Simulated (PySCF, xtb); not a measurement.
Al(H)(F)(NH2) (AlFH3N), SMILES [NH2][AlH][F]. Other conformers were not sampled.

Harmonic wavenumbers (cm⁻¹) from GFN2-xTB (xtb) at its own minimum, in rising order: 158, 204, 415, 448, 486, 640, 715, 869, 1466, 1964, 3398, 3447.

### Question
What does PySCF with r2SCAN-D4/def2-TZVP give at its own minimum? (An estimate is asked for; the answer gives what the named calculation found.)

### Answer
218, 381, 400, 514, 579, 707, 778, 903, 1564, 1990, 3577, 3667. Paired by order, the mean absolute difference is 92 cm⁻¹ and the zero-point energies are 20.3 and 21.8 kcal/mol.
